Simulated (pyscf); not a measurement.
Optimised with ωB97X-D3(BJ)/def2-SVP in PySCF. MP2 and CC: frozen core, UHF for open shells. ΔMP2 is the change of the MP2 total energy from the triple- to the quadruple-zeta basis.

### Question
Estimate by transition-state theory (the high-pressure limit) the rate constant of `[CH2][SiH3]` [doublet] → `[CH3][SiH2]` [doublet] (doublet surface; H–Si broken, C–H formed) at 900 K, with CCSD(T)/def2-TZVPP + ΔMP2(QZVPP) energies (ideal gas, 1 atm, RRHO with modes under 100 cm⁻¹ raised to 100, one conformer, R ln 2 for rigid chiral ones; no tunnelling).

### Answer
The electronic barrier is 38.5 kcal/mol and the thermal terms add +0.9, so ΔG‡ = 39.4 kcal/mol. With k_BT/h = 1.88e+13 s⁻¹ and RT = 1.788 kcal/mol, k = 5.1e+03 s⁻¹; so small a molecule is far into fall-off at 1 atm, where the true rate is lower. Wigner's tunnelling factor for 1858i cm⁻¹ would be 1.37. A shift of 1 kcal/mol in the barrier changes k by a factor 1.7. This is the saddle that the search found; another between the same sides may lie lower. The CCSD(T) − MP2 part came from Ansatz, without density fitting, on the same reference.
